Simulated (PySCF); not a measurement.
[Hf(NH3)6]4+ at several levels of theory

Computed with PySCF 2.14.0 (density fitting, no spin-orbit coupling) at the geometry relaxed with PBE:

```xyz
25
[Hf(NH3)6]4+ (singlet)
Hf    0.0000    0.0000    0.0000
N     1.8191    0.0834    1.4628
H     1.5948    0.0724    2.4832
H     2.5077   -0.7009    1.3856
H     2.4312    0.9290    1.3868
N    -0.9818    1.5337    1.4628
H    -0.8601    1.3450    2.4832
H    -0.6468    2.5222    1.3856
H    -2.0202    1.6410    1.3868
N    -0.8373   -1.6171    1.4628
H    -0.7347   -1.4174    2.4832
H    -1.8609   -1.8213    1.3856
H    -0.4110   -2.5700    1.3868
N     1.8191    0.0834   -1.4628
H     2.5077   -0.7009   -1.3856
H     1.5948    0.0724   -2.4832
H     2.4312    0.9290   -1.3868
N    -0.9818    1.5337   -1.4628
H    -0.6468    2.5222   -1.3856
H    -0.8601    1.3450   -2.4832
H    -2.0202    1.6410   -1.3868
N    -0.8373   -1.6171   -1.4628
H    -1.8609   -1.8213   -1.3856
H    -0.7347   -1.4174   -2.4832
H    -0.4110   -2.5700   -1.3868
```

```json
{"level": "PBE", "basis": "Hf def2-SVP with ECP60, N def2-SVP, H def2-SVP", "state": "singlet", "HOMO (eV)": "-25.66", "gap (eV)": "5.29", "charge on Hf1 (e)": "1.25", "dipole about the centre of mass (D)": "0.00", "largest force component (eV/Å)": "0.00"}
{"level": "revPBE", "basis": "the same", "state": "singlet", "HOMO (eV)": "-25.64", "gap (eV)": "5.35", "charge on Hf1 (e)": "1.31", "dipole about the centre of mass (D)": "0.00", "largest force component (eV/Å)": "0.12"}
```

Charges are Mulliken's, which hang on the basis. The relaxation used the grid (50, 194), these runs (75, 302) or, all-electron (x2c bases, spin-free X2C Hamiltonian), (99, 590).

(1) A further run in the first row's basis gives HOMO (eV) -31.14, gap (eV) 15.68, charge on Hf1 (e) 2.03, dipole about the centre of mass (D) 0.00, largest force component (eV/Å) 0.97. Which level was it?
A. BP86
B. HF
C. r2SCAN

Answers

(1) B. The others give HOMO -25.75 eV (BP86); -26.05 eV (r2SCAN).
